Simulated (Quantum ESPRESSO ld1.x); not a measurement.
Q: These are the eigenvalues of the occupied orbitals of an atom or ion with whole-number occupations (eV). Calculated with ld1.x of Quantum ESPRESSO 7.5: Dirac Kohn-Sham, relativistic LDA (MacDonald-Vosko exchange, VWN5 correlation), spin-unpolarised, spherical densities, point nucleus.

1s1/2: -40190.7
2s1/2: -6608.67
2p1/2: -6258.47
2p3/2: -5816.36
3s1/2: -1578.60
3p1/2: -1428.92
3p3/2: -1341.88
3d3/2: -1078.00
3d5/2: -1059.20
4s1/2: -470.336
4p1/2: -414.045
4p3/2: -394.541
4d3/2: -300.893
4d5/2: -297.320

Which element is it, and in what charge state? The configuration may be excited. Open shells, if any, are shared by 2j + 1.

A: Z = 58, cerium, charge +12: Ce12+ in [Kr] 4d10. The list shows which subshells hold electrons but not how many an open one holds; the 1s level, -1477 hartree, gives Z - s = 54.4 by -(Z - s)^2/2, which with screening and relativity narrows Z to a few neighbours, and the depths of the outer levels then fix element, charge and occupations together.
